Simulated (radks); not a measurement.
Values are calculated unless marked as measured or tabulated.
Effect of the nuclear size on neutral tungsten, [Xe] 4f14 5d4 6s2. Level of theory: Dirac Kohn-Sham, BLYP, spin-unpolarised, spherical densities, finite nucleus; open shells are shared between the two j in proportion to 2j + 1; Fermi nuclear charge, rms radius 5.3658 fm (a radial shooting solver on a logarithmic mesh with Libxc functionals). The rms radius is varied about that value; shifts are against it.

| rms radius (fm) | total energy shift (eV) | density at nucleus (e/bohr^3) | 1s1/2 shift (meV) | 2s1/2 shift (meV) | 5s1/2 shift (meV) | 5p1/2 shift (meV) | 6s1/2 shift (meV) | 5d5/2 shift (meV) | 6p1/2 (empty) shift (meV) |
|---|---|---|---|---|---|---|---|---|---|
| 4.7165 | -13.5 | 1.49e+06 | -5460 | -769 | -6.97 | 0.418 | -0.481 | 0.415 | 0.138 |
| 4.9258 | -9.25 | 1.468e+06 | -3750 | -528 | -4.79 | 0.287 | -0.331 | 0.285 | 0.095 |
| 5.3658 | 0 | 1.425e+06 | 0.000 | 0.000 | 0.000 | 0.000 | 0.000 | 0.000 | 0.000 |
| 5.5482 | 3.99 | 1.408e+06 | 1620 | 228 | 2.06 | -0.124 | 0.142 | -0.123 | -0.041 |
| 6.6321 | 29.4 | 1.324e+06 | 11900 | 1680 | 15.2 | -0.911 | 1.05 | -0.907 | -0.302 |

Slopes of the eigenvalues against <r^2> in GHz/fm^2, as finite differences over the two radii next to the reference (eigenvalue slopes, not the field-shift constants of lines): 1s1/2 199000, 2s1/2 28000, 5s1/2 254, 5p1/2 -15.2, 6s1/2 17.6, 5d5/2 -15.1, 6p1/2 (empty) -5.04.
